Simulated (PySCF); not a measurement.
**Simulated absorption spectrum**

Species: SnHMe2(NHMe), C₃H₁₁NSn.
Bonds: Sn1–C3, Sn1–C7, Sn1–N11, N11–C12. Hydrogens: H2 on Sn1; H4, H5, H6 on C3; H8, H9, H10 on C7; H13 on N11; H14, H15, H16 on C12.

Level of theory: TDDFT CAM-B3LYP/def2-SVPD, vertical, gas phase, core orbitals frozen in the response, def2 core potentials past Kr in PySCF. Geometry: PBE0-D3(BJ)/def2-SVP, one conformer, isolated molecule. Spin–orbit coupling is left out.

Computed states:

| state | E (eV) | f |
| --- | --- | --- |
| S1 | 5.39 | 0.027 |
| S2 | 6.18 | 0.0052 |
| S3 | 6.33 | 0.0028 |
| S4 | 6.55 | 0.054 |
| S5 | 7.00 | 0.017 |
| S6 | 7.10 | 0.0046 |
| S7 | 7.44 | 0.036 |
| S8 | 7.47 | 0.111 |
| S9 | 7.80 | 0.0094 |
| S10 | 7.90 | 0.074 |

Each state is given a Gaussian of 0.25 eV full width at half maximum, with ε(max) = 2.175×10⁸ f / Δν̃ (Δν̃ the width in cm⁻¹). The width is an assumption, not a result. The curve ends short of the highest state used, and states not computed would add to its high-energy end.

**Question.** Give the broadened spectrum and its maxima.

**Answer.** 
λ (nm), ε (L mol⁻¹ cm⁻¹) and a bar:
```
    169.7       5714 ##############################
    172.4       1357 #######
    175.1       1870 ##########
    177.7       2069 ###########
    180.4       1033 #####
    183.0        843 ####
    185.7       2940 ###############
    188.4       5661 ##############################
    191.0       5106 ###########################
    193.7       2457 #############
    196.4       1035 #####
    199.0        771 ####
    201.7        613 ###
    204.4        327 ##
    207.0        112 #
    209.7         23 
    212.4          3 
    215.0          7 
    217.7         53 
    220.3        260 #
    223.0        867 #####
    225.7       1884 ##########
    228.3       2733 ##############
    231.0       2796 ###############
    233.7       2024 ###########
    236.3       1093 ######
    239.0        429 ##
    241.7        127 #
    244.3         31 
    247.0          6
```

Maxima: 230 nm (5.39 eV), ε about 2900, made up of S1 (100%); 189 nm (6.55 eV), ε about 5900, made up of S4 (99%); 177 nm (7.02 eV), ε about 2200, made up of S5 (83%) and S6 (17%) (ε in L mol⁻¹ cm⁻¹; maxima over ε = 5, shares over 10%). At its high-energy end, 7.30 eV, the curve is still rising (ε about 5300, from S7 and S8).

**Question.** Coming from long wavelengths, where does ε first pass 100 L mol⁻¹ cm⁻¹?

**Answer.** At about 242 nm (5.12 eV), 0.27 eV below S1.

**Question.** What would ε be at 6.55 eV, the highest of these maxima, with half the width (0.125 eV)?

**Answer.** About 11700 L mol⁻¹ cm⁻¹ against 5900, a factor of about 1.99; a lone state at its own centre would give exactly 2.

**Question.** On this curve, what absorbance would a 10⁻⁵ mol/L sample give at 222 nm over a 1 cm path?

**Answer.** 222 nm is 5.585 eV, where ε is about 580 L mol⁻¹ cm⁻¹, so A = ε c l ≈ 0.0058 (Beer–Lambert, with the gas-phase spectrum and the assumed width).

The vertical ionisation energy (ΔSCF) is 8.20 eV, 0.29 eV above S10.
